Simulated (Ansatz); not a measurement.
```yaml
crystal:
  periodic: [false, false, false]
  atoms:
    - {symbol: O, position_ang: [0.141277, 1.542923, -0.612543]}
    - {symbol: C, position_ang: [-0.385984, 0.492382, 0.110254]}
    - {symbol: Si, position_ang: [0.614149, -1.052949, 0.280936]}
    - {symbol: S, position_ang: [-1.123235, -0.947188, -0.872641]}
    - {symbol: H, position_ang: [-0.578060, 2.051703, -1.000510]}
    - {symbol: H, position_ang: [-1.082024, 0.782949, 0.896279]}
    - {symbol: H, position_ang: [1.923433, -1.104344, -0.402519]}
    - {symbol: H, position_ang: [0.582443, -1.822676, 1.545045]}
basis:
  gaussian: {orbitals: def2-SVPD}
hamiltonian: {xc: {name: PBE0-DH}}
output: {forces: true}
```

```sh
$ ansatz run in.yaml --threads 2 --pin off --events-out ev --progress --plain --max-ram 4352MiB
```

It prints (some lines left out):

```
Functional definition: PBE0-DH
1215 factors; integrals over basis functions are off by at most 9.5e-4 eV
mean field evaluation 1: about -21836.7591 eV, gradient 3.5e1 eV
mean field evaluation 2: about -21836.8565 eV, gradient 3.5e1 eV
mean field evaluation 4: about -21839.2967 eV, gradient 3.4e0 eV
mean field evaluation 8: about -21839.3282 eV, gradient 7.3e-2 eV
mean field evaluation 16: about -21839.3282 eV, gradient 2.8e-5 eV
mean field -21839.32818719 eV, -802.5805076510 hartree, gradient 2.5e-6 eV, S^2 0.000000; 0 other end points of the search recorded, 0 dependent functions left out
12 core orbitals not correlated: weight in the atoms' cores, before any rotation towards them, 1.000 or more for the frozen orbitals, at most 0.000 for the correlated occupied ones
reference -21839.32821365 eV, -802.5805086232 hartree; 12, 12 occupied and 102, 102 virtual orbitals, 1215 factors
second order -19.72912233 eV of doubles, -0.00000000 eV of singles
Total energy: -21841.79435394 eV, -802.6711376073 hartree
Atom 0 at     0.141277     1.542923    -0.612543 Å, force    -0.330899    -0.093444     0.035894 eV/Å
Atom 1 at    -0.385984     0.492382     0.110254 Å, force     0.145137     0.164827    -0.207484 eV/Å
Atom 2 at     0.614149    -1.052949     0.280936 Å, force     0.358165    -0.128309     0.216757 eV/Å
Atom 3 at    -1.123235    -0.947188    -0.872641 Å, force    -0.230062     0.043723    -0.184025 eV/Å
Atom 4 at    -0.578060     2.051703    -1.000510 Å, force     0.191450    -0.072292     0.054152 eV/Å
Atom 5 at    -1.082024     0.782949     0.896279 Å, force    -0.088508     0.064934     0.116304 eV/Å
Atom 6 at     1.923433    -1.104344    -0.402519 Å, force    -0.024007     0.008735    -0.017475 eV/Å
Atom 7 at     0.582443    -1.822676     1.545045 Å, force    -0.021275     0.011827    -0.014122 eV/Å
Dipole moment:     0.003825     0.109247     0.235917 e Å
```

It took 8.5 s on 2 threads of an Arm Neoverse V1 on a shared host, with 0.46 GiB of host memory at the peak.
